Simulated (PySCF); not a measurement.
CH₉AlO₂Si₂ (SMILES [CH3][Al]([O][SiH3])[O][SiH3]), singlet, at a GFN2-xTB geometry (such geometries of metal compounds can be far from the true shape); DF-R2SCAN/pcseg-1 in PySCF.

Here is a job for PySCF.
```python
from pyscf import gto, scf, dft

mol = gto.Mole()
mol.atom = '''
    Al    0.32822742    0.51741072    0.46892231
    C     1.16848016    1.86037234    1.66597219
    H     1.79239289    1.38246890    2.42004864
    H     0.41324739    2.46018410    2.17392398
    H     1.79207614    2.55355308    1.10100796
    O    -0.78572777    0.98862120   -0.69801574
    Si   -1.87081817    1.39148817   -1.84213483
    H    -3.19780629    1.07484934   -1.30942585
    H    -1.56441436    0.61829392   -3.04673104
    H    -1.71333385    2.83047692   -2.07166942
    O     0.70859396   -1.11571406    0.58712668
    Si    1.04257281   -2.70645677    0.66099281
    H    -0.19532967   -3.40007236    1.02218297
    H     2.06855509   -2.86552681    1.69579393
    H     1.53928084   -3.11649754   -0.65385383
'''
mol.basis = 'pcseg-1'
mol.verbose = 4
mol.build()

mf = dft.RKS(mol)
mf.xc = 'r2scan'
mf = mf.density_fit(auxbasis='def2-universal-jkfit')
mf.kernel()
```

Output, abridged:

```
PySCF version 2.14.0

[INPUT] verbose = 4
[INPUT] num. atoms = 15
[INPUT] num. electrons = 72
[INPUT] charge = 0
[INPUT] spin (= nelec alpha-beta = 2S) = 0
[INPUT] symmetry False subgroup None
[INPUT] Mole.unit = angstrom
[INPUT] Symbol           X                Y                Z      unit          X                Y                Z       unit  Magmom
[...]
nuclear repulsion = 413.900132736115
number of shells = 36
number of NR pGTOs = 270
number of NR cGTOs = 141
basis = pcseg-1
ecp = {}

******** <class 'pyscf.df.df_jk.DFRKS'> ********
method = DFRKS
initial guess = minao
damping factor = 0
level_shift factor = 0
DIIS = <class 'pyscf.scf.diis.CDIIS'>
diis_start_cycle = 1
diis_space = 8
diis_damp = 0
SCF conv_tol = 1e-09
SCF conv_tol_grad = None
SCF max_cycles = 50
direct_scf = False
XC library pyscf.dft.libxc version 7.1.2
    S. Lehtola, C. Steigemann, M. J. T. Oliveira, and M. A. L. Marques,  SoftwareX 7, 1–5 (2018)
XC functionals = r2scan
    J. W. Furness, A. D. Kaplan, J. Ning, J. P. Perdew, and J. Sun,  J. Phys. Chem. Lett. 11, 8208–8215 (2020)
    J. W. Furness, A. D. Kaplan, J. Ning, J. P. Perdew, and J. Sun,  J. Phys. Chem. Lett. 11, 9248–9248 (2020)
    J. W. Furness, A. D. Kaplan, J. Ning, J. P. Perdew, and J. Sun,  J. Phys. Chem. Lett. 11, 8208–8215 (2020)
    J. W. Furness, A. D. Kaplan, J. Ning, J. P. Perdew, and J. Sun,  J. Phys. Chem. Lett. 11, 9248–9248 (2020)
radial grids:
    Treutler-Ahlrichs [JCP 102, 346 (1995); DOI:10.1063/1.469408] (M4) radial grids

becke partition: Becke, JCP 88, 2547 (1988); DOI:10.1063/1.454033
pruning grids: <function nwchem_prune>
grids dens level: 3
symmetrized grids: False
atomic radii adjust function: <function treutler_atomic_radii_adjust>
small_rho_cutoff = 0
Set gradient conv threshold to 3.16228e-05
Initial guess from minao.
tot grids = 188096
init E= -1015.32330299985
[...]
cycle= 1 E= -1015.03743525707  delta_E= 0.286  |g|= 1.18  |ddm|= 3.96
[...]
cycle= 2 E= -1014.11849764134  delta_E= 0.919  |g|= 2.39  |ddm|= 2.93
[...]
cycle= 3 E= -1015.29424840726  delta_E= -1.18  |g|= 0.219  |ddm|= 2.31
[...]
cycle= 4 E= -1015.30339665364  delta_E= -0.00915  |g|= 0.122  |ddm|= 0.336
[...]
cycle= 5 E= -1015.3074231278  delta_E= -0.00403  |g|= 0.0111  |ddm|= 0.111
[...]
cycle= 6 E= -1015.3074698916  delta_E= -4.68e-05  |g|= 0.00213  |ddm|= 0.0225
[...]
cycle= 7 E= -1015.30747101781  delta_E= -1.13e-06  |g|= 0.000837  |ddm|= 0.00347
[...]
cycle= 8 E= -1015.3074711141  delta_E= -9.63e-08  |g|= 0.000506  |ddm|= 0.000978
[...]
cycle= 9 E= -1015.30747116318  delta_E= -4.91e-08  |g|= 5.19e-05  |ddm|= 0.000396
[...]
cycle= 10 E= -1015.30747116396  delta_E= -7.84e-10  |g|= 9.07e-06  |ddm|= 8.42e-05
[...]
Extra cycle  E= -1015.30747116397  delta_E= -3.64e-12  |g|= 8.34e-06  |ddm|= 2.42e-05
converged SCF energy = -1015.30747116397
```
